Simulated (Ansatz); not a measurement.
Consider the ligand exchange at the Sn–Br bond: `[OH][SnH]([Cl])[Br]` + CH₃OH → `C[O][SnH]([OH])[Cl]` + HBr.

Gas-phase electronic energies from Ansatz, PBE0-D4/def2-TZVP geometries. CCSD(T)/CBS adds triple-zeta CCSD(T) − MP2 to the extrapolated MP2 energy (def2 sets, frozen cores). This one scheme is used for every species. Functionals use def2-TZVPP. Elements past krypton have def2 core potentials. For Br, Sn outer-core shells are correlated without core-valence functions, which leaves a few kJ/mol of doubt a bond. Scalar relativity is left out up to krypton. Each species was taken in one conformer, which may not be the lowest.

`[OH][SnH]([Cl])[Br]`:

Z-matrix (Å, degrees):
```
Sn
Cl 1 2.313
Br 1 2.459 2 106.5
O 1 1.940 2 108.0 3 -116.7
H 1 1.689 2 111.8 3 124.0
H 4 0.961 1 113.7 2 59.7
```

CH₃OH:

Z-matrix (Å, degrees):
```
C
O 1 1.409
H 1 1.097 2 112.4
H 1 1.090 2 107.0 3 -118.5
H 1 1.097 2 112.4 3 123.0
H 2 0.959 1 108.5 3 -61.6
```

`C[O][SnH]([OH])[Cl]`:

Z-matrix (Å, degrees):
```
C
O 1 1.411
H 1 1.093 2 107.7
H 1 1.097 2 112.0 3 118.6
H 1 1.096 2 112.4 3 -119.1
Sn 2 1.945 1 122.2 3 170.4
Cl 6 2.325 2 105.6 1 -40.8
O 6 1.938 2 104.5 1 -157.1
H 6 1.692 2 116.4 1 82.3
H 8 0.961 6 112.7 2 41.2
```

HBr:

Z-matrix (Å, degrees):
```
Br
H 1 1.420
```

```tsv
level	ΔE (kJ/mol)
ωB97X-V	77.7
r2SCAN	81.0
MP2/def2-TZVPP	76.0
HF/def2-QZVPP	91.4
```

Task: What does CCSD(T)/CBS give? (Estimate.)

Result: Ansatz gave: +78.2 kJ/mol. The listed levels differ from it by -0.5, 2.8, -2.2, 13.2 kJ/mol.

Largest T1 diagnostic among the species: 0.013.

From PBE to PBE0 (25 % exact exchange), in def2-TZVPP and without D4, ΔE moves by +6.1 kJ/mol. In def2-TZVPP, CCSD(T) changes the Hartree–Fock value by −19.6 kJ/mol (the triples alone add −2.7 kJ/mol) and MP2 by −16.2 kJ/mol.
